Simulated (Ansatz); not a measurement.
`Sc1ccc(-c2ccc(-c3ccc(S)nc3)nc2)nc1`, 31 atoms. Hardware: 2 threads of AMD EPYC 7R13 on a shared host and a share (18 GiB) of an NVIDIA H100 80GB HBM3.

Single mean-field runs in def2-TZVP are fitted with def2-universal-jkfit.

(1) How many basis functions does each of these Ansatz runs have, and roughly what does it cost? PBE-D4/def2-TZVP, charge 0 triplet at the geometry of the charge 0 singlet, energy, from earlier orbitals; PBE-D4/def2-TZVP, charge 1 doublet at the geometry of the charge 0 singlet, energy, from earlier orbitals; PBE-D4/def2-SVP, charge 0 singlet, energy, from earlier orbitals; PBE0-D4/def2-TZVP, charge 0 triplet at the geometry of the charge 0 singlet, energy; PBE0-D4/def2-TZVP, charge 1 doublet at the geometry of the charge 0 singlet, energy; PBE0-D4/def2-SVP, charge 0 singlet, energy, from earlier orbitals; PBE-D4/def2-TZVP, charge -1 doublet at the geometry of the charge 0 singlet, energy, from earlier orbitals; r2SCAN-D4/def2-TZVP, charge 0 singlet, energy, from earlier orbitals; PBE-D4/def2-TZVP, charge 0 singlet, energy and forces, from earlier orbitals; PBE0-D4/def2-TZVP, charge -1 doublet at the geometry of the charge 0 singlet, energy; PBE0-D4/def2-TZVP, charge 0 singlet, energy and forces, from earlier orbitals; PBE-D4/def2-SVP, charge 0 singlet, relaxation, 17 steps.

Answers

(1) Other jobs shared the machine, so times can vary by a factor of up to 3. A dash marks memory too small to be measured apart from the calling script's.

```
                                                                                                       run  functions  fitting or Cholesky vectors  wall time  peak host memory (GiB)
 PBE-D4/def2-TZVP, charge 1 doublet at the geometry of the charge 0 singlet, energy, from earlier orbitals        698                         1810      8.5 s                       –
                                         PBE0-D4/def2-SVP, charge 0 singlet, energy, from earlier orbitals        343                         3940       10 s                       –
                                          PBE-D4/def2-SVP, charge 0 singlet, energy, from earlier orbitals        343                         3934       10 s                       –
                             PBE0-D4/def2-TZVP, charge 0 singlet, energy and forces, from earlier orbitals        698                         1810       11 s                     1.2
                                      r2SCAN-D4/def2-TZVP, charge 0 singlet, energy, from earlier orbitals        698                         1810       11 s                       –
                              PBE-D4/def2-TZVP, charge 0 singlet, energy and forces, from earlier orbitals        698                         1810       11 s                       –
PBE-D4/def2-TZVP, charge -1 doublet at the geometry of the charge 0 singlet, energy, from earlier orbitals        698                         1810       12 s                       –
                      PBE0-D4/def2-TZVP, charge -1 doublet at the geometry of the charge 0 singlet, energy        698                         1810       13 s                     1.3
 PBE-D4/def2-TZVP, charge 0 triplet at the geometry of the charge 0 singlet, energy, from earlier orbitals        698                         1810       16 s                       –
                       PBE0-D4/def2-TZVP, charge 1 doublet at the geometry of the charge 0 singlet, energy        698                         1810       17 s                     1.2
                       PBE0-D4/def2-TZVP, charge 0 triplet at the geometry of the charge 0 singlet, energy        698                         1810       21 s                     1.3
                                                   PBE-D4/def2-SVP, charge 0 singlet, relaxation, 17 steps        343                         3934    1.7 min                       –
```
